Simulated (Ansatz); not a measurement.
Input for Ansatz (an electronic-structure program): U-CCSD(T)/def2-TZVPP on WN, 2S+1 = 2, a spin state set in the input, which need not be the lowest, a point of a bond scan (R = 1.649 Å). Elements past Kr take the def2 small-core potentials; no spin–orbit coupling.

Ansatz 0.2 input:
```yaml
crystal:
  periodic: [false, false, false]
  atoms:
    - {symbol: W, position_ang: [0.00000000, 0.00000000, 0.00000000]}
    - {symbol: N, position_ang: [0.00000000, 0.00000000, 1.64880600]}
basis:
  gaussian:
    orbitals: def2-TZVPP
    pivot_positions_ang: [[0.00000000, 0.00000000, 0.00000000], [0.00000000, 0.00000000, 1.64880600]]
magnetization: {spin_polarized: true, initial_magnetization: 1}
correlation: {method: ccsd_t, electrons: valence}
output: {orbitals: {seedname: ./end}}
```

Output:

```
WARN ansatz: RAYON_NUM_THREADS=1 ignored (pool sized by the plan → 1); use --threads N
Functional definition: HF
integrals: 0.12 GiB planned
633 factors; integrals over basis functions are off by at most 3.0e-4 eV
mean field: 0.17 GiB planned
mean field evaluation 1: about -3276.2196 eV, gradient 4.6e1 eV
mean field evaluation 2: about -3276.2213 eV, gradient 4.6e1 eV
mean field evaluation 4: about -3285.3308 eV, gradient 3.1e0 eV
mean field evaluation 8: about -3285.4938 eV, gradient 7.1e-1 eV
mean field evaluation 16: about -3285.7497 eV, gradient 2.8e-6 eV
mean field evaluation 32: about -3236.3364 eV, gradient 5.4e2 eV
mean field evaluation 64: about -3285.5093 eV, gradient 5.7e-5 eV
mean field evaluation 96: about -3285.4950 eV, gradient 6.1e-2 eV
mean field evaluation 128: about -3284.1475 eV, gradient 1.4e-3 eV
mean field evaluation 160: about -3283.6901 eV, gradient 1.1e0 eV
mean field evaluation 192: about -3285.5033 eV, gradient 5.5e-1 eV
mean field evaluation 224: about -3283.3280 eV, gradient 1.9e0 eV
mean field evaluation 256: about -3285.4714 eV, gradient 7.3e-1 eV
mean field evaluation 288: about -3285.4452 eV, gradient 1.1e0 eV
mean field evaluation 320: about -3280.7996 eV, gradient 9.8e0 eV
mean field evaluation 352: about -3285.7497 eV, gradient 1.3e-5 eV
mean field evaluation 384: about -3284.0934 eV, gradient 1.9e-6 eV
mean field evaluation 416: about -3285.2238 eV, gradient 7.1e0 eV
mean field evaluation 448: about -3282.6065 eV, gradient 5.1e0 eV
mean field evaluation 480: about -3283.6558 eV, gradient 1.8e0 eV
mean field evaluation 512: about -3285.5718 eV, gradient 2.0e0 eV
mean field evaluation 544: about -3283.7249 eV, gradient 2.8e-2 eV
mean field evaluation 576: about -3281.7667 eV, gradient 5.1e0 eV
mean field evaluation 608: about -3283.7299 eV, gradient 1.6e-1 eV
mean field evaluation 640: about -3283.3761 eV, gradient 1.5e0 eV
mean field evaluation 672: about -3284.0571 eV, gradient 7.4e-1 eV
mean field evaluation 704: about -3282.6721 eV, gradient 2.1e0 eV
mean field evaluation 736: about -3284.0934 eV, gradient 2.3e-3 eV
mean field evaluation 768: about -3285.8876 eV, gradient 7.1e-1 eV
mean field evaluation 800: about -3285.6240 eV, gradient 1.1e-1 eV
mean field evaluation 832: about -3285.9853 eV, gradient 1.4e-3 eV
mean field evaluation 864: about -3281.4534 eV, gradient 1.3e1 eV
mean field evaluation 896: about -3279.7659 eV, gradient 1.3e1 eV
mean field evaluation 928: about -3283.5920 eV, gradient 2.5e0 eV
mean field evaluation 960: about -3284.1475 eV, gradient 2.2e-2 eV
mean field evaluation 992: about -3284.5526 eV, gradient 2.0e0 eV
mean field evaluation 1024: about -3283.1607 eV, gradient 9.6e-1 eV
mean field evaluation 1056: about -3283.2573 eV, gradient 4.4e-1 eV
mean field evaluation 1088: about -3282.9803 eV, gradient 7.5e-1 eV
mean field evaluation 1120: about -3284.1475 eV, gradient 6.5e-3 eV
mean field evaluation 1152: about -3283.7675 eV, gradient 2.4e-1 eV
mean field evaluation 1184: about -3283.7797 eV, gradient 2.5e-2 eV
mean field evaluation 1216: about -3282.9566 eV, gradient 7.9e0 eV
mean field evaluation 1248: about -3283.0765 eV, gradient 1.4e0 eV
mean field evaluation 1280: about -3283.2233 eV, gradient 1.7e0 eV
mean field evaluation 1312: about -3284.1686 eV, gradient 2.1e0 eV
mean field evaluation 1344: about -3283.0322 eV, gradient 6.6e-1 eV
mean field evaluation 1376: about -3285.4921 eV, gradient 1.6e-1 eV
mean field evaluation 1408: about -3284.1475 eV, gradient 1.1e-2 eV
mean field evaluation 1440: about -3284.1494 eV, gradient 1.5e0 eV
mean field evaluation 1472: about -3283.7053 eV, gradient 7.7e-1 eV
mean field evaluation 1504: about -3283.7218 eV, gradient 1.0e-3 eV
mean field evaluation 1536: about -3282.8460 eV, gradient 6.2e-1 eV
mean field evaluation 1568: about -3282.8753 eV, gradient 8.1e-1 eV
mean field evaluation 1600: about -3283.1209 eV, gradient 3.4e-1 eV
mean field evaluation 1632: about -3283.3613 eV, gradient 1.4e0 eV
mean field evaluation 1664: about -3283.2036 eV, gradient 3.2e-1 eV
mean field evaluation 1696: about -3283.2419 eV, gradient 1.4e0 eV
mean field evaluation 1728: about -3282.9126 eV, gradient 1.8e-2 eV
mean field evaluation 1760: about -3285.6239 eV, gradient 1.9e-2 eV
mean field evaluation 1792: about -3282.8464 eV, gradient 1.8e-2 eV
mean field -3285.98528011 eV, -120.7577317232 hartree, gradient 7.4e-6 eV, S^2 1.944277; 43 other end points of the search recorded, 0 dependent functions left out
determinant -3285.98528011 eV, -120.7577317232 hartree, with singles and doubles -3302.10627958 eV, -121.3501675265 hartree
determinant -3285.62560079 eV, -120.7445137520 hartree, with singles and doubles -3301.66785021 eV, -121.3340555442 hartree
determinant -3285.50932984 eV, -120.7402408733 hartree, with singles and doubles -3301.49113958 eV, -121.3275615483 hartree
determinant -3284.85715852 eV, -120.7162740194 hartree, with singles and doubles -3301.05205661 eV, -121.3114255468 hartree
determinant -3284.14749304 eV, -120.6901942940 hartree, with singles and doubles -3299.13213143 eV, -121.2408695979 hartree
determinant -3284.09341553 eV, -120.6882069822 hartree, with singles and doubles -3299.88775320 eV, -121.2686381860 hartree
determinant -3283.77982321 eV, -120.6766826772 hartree, with singles and doubles -3299.55507520 eV, -121.2564124947 hartree
determinant -3283.73537682 eV, -120.6750493022 hartree, with singles and doubles -3298.88540172 eV, -121.2318024484 hartree
determinant -3283.72184375 eV, -120.6745519711 hartree, with singles and doubles -3298.87615091 eV, -121.2314624874 hartree
determinant -3283.70321844 eV, -120.6738675036 hartree, with singles and doubles -3299.51720683 eV, -121.2550208578 hartree
determinant -3283.23205511 eV, -120.6565525708 hartree, with singles and doubles -3299.27800571 eV, -121.2462303788 hartree
determinant -3283.08505359 eV, -120.6511503643 hartree, with singles and doubles -3299.30545943 eV, -121.2472392843 hartree
determinant -3283.02876017 eV, -120.6490816194 hartree, with singles and doubles -3297.40308220 eV, -121.1773282108 hartree
determinant -3282.91264736 eV, -120.6448145524 hartree, with singles and doubles -3298.36752517 eV, -121.2127708362 hartree
determinant -3282.87952188 eV, -120.6435972134 hartree, with singles and doubles -3297.78550566 eV, -121.1913820137 hartree
determinant -3282.84804515 eV, -120.6424404649 hartree, with singles and doubles -3297.77134225 eV, -121.1908615181 hartree
determinant -3282.72450769 eV, -120.6379005469 hartree, with singles and doubles -3297.37649224 eV, -121.1763510478 hartree
determinant -3282.65821162 eV, -120.6354642114 hartree, with singles and doubles -3298.80614719 eV, -121.2288898981 hartree
determinant -3285.98528011 eV, -120.7577317232 hartree, with singles and doubles -3302.14157726 eV, -121.3514646924 hartree
determinant -3285.62560079 eV, -120.7445137520 hartree, with singles and doubles -3301.71084307 eV, -121.3356355027 hartree
determinant -3285.74965885 eV, -120.7490728017 hartree, with singles and doubles -3302.06247507 eV, -121.3485577406 hartree
determinant -3283.40693076 eV, -120.6629791322 hartree, with singles and doubles -3299.78058992 eV, -121.2647000080 hartree
1 core orbitals not correlated
reference -3285.98528011 eV, -120.7577317232 hartree; 10, 9 occupied and 76, 77 virtual orbitals, 633 factors
second order -16.44856116 eV of doubles, -0.00000000 eV of singles
coupled cluster: 0.45 GiB planned
cycle   1  -16.15629385 eV  change    3.3e-6 eV  update   7.0e-6
coupled cluster: 0.45 GiB planned
perturbative correction -1.03664738 eV, -0.0380960887 hartree
Total energy: -3303.17822134 eV, -121.3895606596 hartree
```

The calculation finished and met its thresholds. Its determinant has ⟨S²⟩ = 1.94, a mixture of spin states.

Cost: around 3.0 core-minutes (rough).
